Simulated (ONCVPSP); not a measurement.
**Transferability test, ONCV potential for Ta (Z = 73)**

```json
{
 "Element": "tantalum",
 "Generator": "ONCVPSP 4.0.1",
 "Type": "optimised norm-conserving Vanderbilt (ONCV)",
 "Functional": "PBEsol",
 "Relativity": "scalar-relativistic",
 "Frozen core": "[Kr] 4d10 4f14",
 "Valence charge": "13",
 "Reference configuration": "5s2 5p6 5d3 (charge +2)",
 "Partial waves": "5s: rc 1.75 bohr, ncon 3, nbas 8, qcut 6 1/bohr, 2 projectors, debl 1.2 Ha; 5p: rc 1.40 bohr, ncon 3, nbas 6, qcut 5.2 1/bohr, 3 projectors, debl 1.2 Ha; 5d: rc 1.40 bohr, ncon 3, nbas 8, qcut 6.2 1/bohr, local",
 "Local potential": "the d channel",
 "Core correction": "Teter function, fcfact 5, rcfact 1.6"
}
```

In the s channel the program set the typed energies aside and used -3.256, 0.050 Ha. In the p channel the program set the typed energies aside and used -2.020, 0.250, 1.450 Ha.

Energies are relative to the spin-unpolarised reference configuration 5s2 5p6 5d3; without spin polarisation the order of configurations can differ from experiment.

```
valence configuration  charge  ΔE all-electron (eV)  error AE − PS (meV)
      5s2 5p6 5d3 6s2       0               -23.483                  +45
      5s2 5p6 5d3 6s1      +1               -14.977                  +27
          5s2 5p6 5d2      +3                23.611                  -31
```

(1) What are ΔE and the potential's error for 5s2 5p6 5d3 6p1?

## Answers

(1) ΔE = -9.850 eV all-electron; the error (AE − PS) is +6.7 meV.
